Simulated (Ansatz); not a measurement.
Frontier orbitals of CH6FGeN, SMILES `[CH3][GeH]([NH2])[F]`.

The species carries charge 0 and has multiplicity 1. Correlated methods include outer-core shells of Ge, which these sets cover unevenly. Scalar relativity is left out up to krypton. Geometry: relaxed with PBE0-D4/def2-TZVP. It is one conformer, not always the lowest. Basis def2-TZVPP, the Gaussian-basis code of Ansatz.

Orbital energies of one run (eV). Highest occupied ones, from the top: -9.28, -10.32, -11.36, -12.82, -12.90, -13.15, -13.55, -13.93, -15.30, -16.84, -22.10, -26.23, -34.56, -37.94. Empty: 1.38, 1.91, 2.30, 2.81, 3.37, 3.67.

Which functional gave them?
A. BHLYP
B. r2SCANh
C. LC-ωPBE
D. ωB97X-V

A. HOMO energies: BHLYP -9.28, LC-ωPBE -10.76, r2SCANh -7.22, ωB97X-V -10.37 eV.

LC-ωPBE has ω = 0.4 bohr⁻¹.
